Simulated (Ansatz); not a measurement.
The cluster Li3Sn2 (the lowest doublet isomer of a short search). Charge 0, multiplicity 2. Geometry PBE0-D4/def2-TZVP, basis def2-TZVP, Ansatz.

```xyz
5

Li   -1.0201    0.0339   -1.4758
Li   -0.6226    0.9996    1.3513
Li   -0.7188   -2.2810    0.8874
Sn    1.2265   -0.6589    0.0411
Sn    1.1350    1.9064   -0.8040
```

| run | HOMO (eV) | LUMO (eV) |
| --- | --- | --- |
| A | -2.85 | -2.36 |
| B | -3.09 | -2.50 |
| C | -2.95 | -2.34 |
| D | -3.46 | -2.25 |
| E | -3.25 | -2.46 |
| F | -3.67 | -1.96 |

In the def2 sets Sn takes a core potential; there is no spin–orbit coupling. The structure comes from a short search, and lower isomers may exist.

HOMO and LUMO are taken over both spins.

Problem. The runs used B97M-V, BLYP, PBE, PBE0, r2SCAN, r2SCANh. Estimate which is which.

Solution. A BLYP (0 % exact exchange); B PBE (0 % exact exchange); C B97M-V (0 % exact exchange); D r2SCANh (10 % exact exchange); E r2SCAN (0 % exact exchange); F PBE0 (25 % exact exchange). Exact exchange lowers occupied and raises empty levels; among semilocal functionals meta-GGAs tend to open the gap a little, and such runs are hard to tell apart. The gap grows from 0.49 eV (BLYP) to 1.70 eV (PBE0). At r2SCANh-D4/def2-TZVP, r2SCAN-D4/def2-TZVP the charge 0 doublet is spin-contaminated (final ⟨S²⟩ up to 0.90, 0.75 for a pure state).
